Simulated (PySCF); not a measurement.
Run record: geometry optimisation, `C1C[Se][C@H]1BF`.

Method: PBE0-D3(BJ)/def2-SVP geometry optimisation, gas phase (PySCF 2.14.0). Start geometry: GFN2-xTB. A driver script takes a list of jobs; this job's settings line and coordinates (Å) are shown.

Command:
```bash
OMP_NUM_THREADS=1 python probes_run.py task.json out
```

Input:
```
{"job": {"xc": "PBE0", "basis": "def2-SVP", "d3": "d3bj", "grid": 1, "shake": 0.01, "kind": "geom"}, "charge": 0, "multiplicity": 1}
F      1.553190     1.510450     0.300360
B      1.710030     0.344530    -0.262750
C      0.597480    -0.747080    -0.103120
C     -0.580950    -0.436060     0.757150
C     -1.360630     0.476870    -0.213880
Se    -0.324850    -0.112070    -1.794810
H      2.693600     0.192370    -0.903750
H      0.911180    -1.788600    -0.168410
H     -0.370310     0.037510     1.733290
H     -1.192830    -1.345710     0.966470
H     -1.176690     1.538120    -0.019330
H     -2.419540     0.301390    -0.300230
```

Task: What does the run print?

Result: 
```
step   0  E = -2643.18890143  max force = 0.032187
step   1  E = -2643.19285922  max force = 0.005066
step   2  E = -2643.19301232  max force = 0.004810
step   3  E = -2643.19326362  max force = 0.002406
step   4  E = -2643.19329424  max force = 0.000937
step   5  E = -2643.19331226  max force = 0.000598
step   6  E = -2643.19331614  max force = 0.000732
step   7  E = -2643.19331394  max force = 0.000839
step   8  E = -2643.19332208  max force = 0.000328
optimisation converged
```

Energies in Eh; «max force» is the largest Cartesian gradient component in Eh/bohr.

Task: How much energy does the optimisation release, in eV?

Result: E(step 0) − E(last step) = 0.004421 Eh, which is 0.120 eV.

Summary of the converged run: final energy -2643.19332 Eh after 8 steps; dipole 2.32 D.

Task: Where do the atoms end?

Result: 0.075 Å rms from the input after alignment:
```
atom  x, y, z in Å
F1     1.4844    1.5594    0.2820
B2     1.6252    0.3928   -0.3670
C3     0.6392   -0.7708   -0.0781
C4    -0.5817   -0.4692    0.7929
C5    -1.3361    0.4845   -0.1410
Se6   -0.3129   -0.1014   -1.7374
H7     2.5777    0.2535   -1.1017
H8     0.9875   -1.8069   -0.1606
H9    -0.3285   -0.0328    1.7730
H10   -1.1745   -1.3790    0.9678
H11   -1.1441    1.5486    0.0480
H12   -2.4135    0.3065   -0.2476
```

Task: How long does this job take on Arm Neoverse V1, one thread, no GPU (shared host)? And the peak memory of the process?

Result: About 76 s, with 0.52 GiB resident at the peak, the Python interpreter and its libraries included.
Labels such as C1 count atoms from 1, the log's own numbers from 0.
